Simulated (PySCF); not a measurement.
Two species compared at the same levels of theory.

First species: C7H14Si.
Geometry (GFN2-xTB, Å), atoms numbered from 1 in this order:
```xyz
22
C7H14Si angstrom
C      1.8178    1.1212   -0.6017
C      0.9061    0.2508    0.2469
C      0.6943   -1.1862   -0.2590
C      0.0624   -1.9597    0.8973
Si    -1.2845   -0.7010    1.4121
C     -0.6196    0.4033    0.0041
C     -1.2132    1.7521   -0.3216
C     -0.4644   -0.6552   -1.1083
H      1.7523    2.1597   -0.2826
H      1.5636    1.0696   -1.6569
H      2.8508    0.7954   -0.4873
H      1.2362    0.3270    1.2887
H      1.5217   -1.7033   -0.7478
H      0.7979   -2.1693    1.6741
H     -0.3307   -2.9178    0.5577
H     -1.0986   -0.1261    2.7447
H     -2.6568   -1.1589    1.1927
H     -0.7029    2.2187   -1.1634
H     -1.1379    2.4167    0.5375
H     -2.2657    1.6464   -0.5792
H     -1.2946   -1.3378   -1.2923
H     -0.1446   -0.2264   -2.0567
```

Second species: C7H8ClFSi.
InChI=1S/C7H8ClFSi/c1-5(2)10-3-6(8)7(9)4-10/h3-4,10H,1H2,2H3/t10-/m0/s1

Levels: PBE0/pcSseg-1 for HOMO energy, LUMO energy and HOMO–LUMO gap. Geometries: GFN2-xTB. Each species is one conformer at its optimised geometry, gas phase, non-relativistic unless stated. Electronic properties by PySCF.

Dipoles, sizes and rotational constants follow the conformer. The torsions of the flexible species, by atom-mapped SMILES:
- `[CH2:1]=[C:2]([CH3:3])[Si@@H:4]1[CH:5]=[C:6]([F:7])[C:8]([Cl:9])=[CH:10]1`: C1–C2–Si4–C5 51°

The conformers of `C[C@@H]1[C@H]2C[SiH2][C@]1(C)C2` aren't listed.

Values for the first species:

```
HOMO energy   : -7.25 eV
LUMO energy   : 0.68 eV
HOMO–LUMO gap : 7.93 eV
```

Task: Estimate the same properties for the second species, and the change in each.

Result: 
```tsv
property	first	second	second less first
HOMO energy	-7.25 eV	-6.88 eV	+0.37 eV
LUMO energy	0.68 eV	-1.80 eV	-2.48 eV
HOMO–LUMO gap	7.93 eV	5.08 eV	-2.85 eV
```

